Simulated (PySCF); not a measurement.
PbMe4, C4H12Pb.
Bonds: Pb1–C2, Pb1–C6, Pb1–C10, Pb1–C14. Hydrogens: H3, H4, H5 on C2; H7, H8, H9 on C6; H11, H12, H13 on C10; H15, H16, H17 on C14.

Computed by this run: PySCF, PBE0-D3(BJ)/def2-SVP geometry optimisation, gas phase, def2 core potentials past Kr; density fitting, grid level 1; the optimiser is geomeTRIC in internal coordinates, started from a GFN2-xTB structure with every atom displaced at random (about 0.03 Å).

Step 0: E = -9582.0595 eV
```
atom  x, y, z in Å  |  force x, y, z in eV/Å
Pb1     0.0640   -0.0753    0.0096   -1.388   1.046  -0.077
C2     -0.0245   -0.0276    2.2897    0.776   1.489  -0.062
H3     -1.0862    0.0584    2.6249    0.701   0.127  -0.136
H4      0.6676    0.8291    2.6582   -1.359  -1.169  -0.483
H5      0.4182   -0.9565    2.6249    0.097  -0.569   0.321
C6      2.1610    0.0184   -0.7772    0.529  -0.361   1.129
H7      2.2032   -0.1206   -1.8438   -0.125   0.173  -0.820
H8      2.7636   -0.7976   -0.3341   -0.254   0.050   0.025
H9      2.6461    0.9545   -0.4538   -0.243   0.031  -0.243
C10    -1.0919    1.8766   -0.7209   -0.901  -0.905   0.617
H11    -0.9921    1.9653   -1.7951    0.309  -0.006  -0.650
H12    -0.6471    2.7586   -0.2484   -0.015   0.080   0.151
H13    -2.2201    1.8425   -0.5390    1.358  -0.119   0.181
C14    -1.1307   -1.8641   -0.7558    2.325   0.768  -1.206
H15    -2.0660   -1.9839   -0.3083   -1.927   0.018   0.937
H16    -0.4970   -2.7075   -0.5157    0.240  -0.631   0.054
H17    -1.1967   -1.7708   -1.8550   -0.124  -0.022   0.263
```

Problem. Estimate the geometry and energy of step 1. (The exact step hangs on the optimiser's Hessian estimate; all steps are aligned on step 0, rigid shifts and turns removed.)

Solution. E = -9582.4163 eV, largest force 0.676 eV/Å
```
atom  x, y, z in Å  |  force x, y, z in eV/Å
Pb1     0.0273   -0.0343    0.0020   -0.087  -0.246   0.225
C2     -0.0332   -0.0011    2.2353    0.360  -0.348  -0.130
H3     -1.0713    0.1023    2.5650   -0.076   0.038   0.091
H4      0.5851    0.8277    2.5914   -0.027   0.194   0.110
H5      0.4013   -0.9413    2.6067   -0.130   0.030   0.079
C6      2.1145    0.0446   -0.7706    0.259  -0.303   0.160
H7      2.1298   -0.0712   -1.8630   -0.028   0.103   0.012
H8      2.6998   -0.7737   -0.3215   -0.044   0.043  -0.051
H9      2.5720    0.9964   -0.4697   -0.030   0.062  -0.104
C10    -1.0196    1.7618   -0.6836   -0.204   0.473  -0.437
H11    -0.8990    1.8466   -1.7757    0.013   0.102   0.095
H12    -0.5842    2.6425   -0.1917   -0.084   0.056  -0.054
H13    -2.0923    1.6938   -0.4627   -0.027   0.031   0.100
C14    -1.0994   -1.8071   -0.7555    0.424  -0.157  -0.004
H15    -2.0838   -1.8856   -0.2768    0.003   0.030  -0.032
H16    -0.4872   -2.6918   -0.5246   -0.182  -0.067  -0.030
H17    -1.1883   -1.7103   -1.8447   -0.141  -0.039  -0.029
```

The energy changes by -0.3568 eV. The first-order estimate −F·Δx gives -0.7884 eV and the mean of the old and new forces, exact on a quadratic surface, -0.3265 eV. The step makes an angle of 70° with the force vector and moves no atom by more than 0.210 Å.

What follows is the cost of the whole optimisation. Time: 86 s wall; peak memory 0.56 GiB. Hardware: an Arm Neoverse V1 with one thread, no GPU, shared host with 32 logical CPUs at a one-minute load of 16.
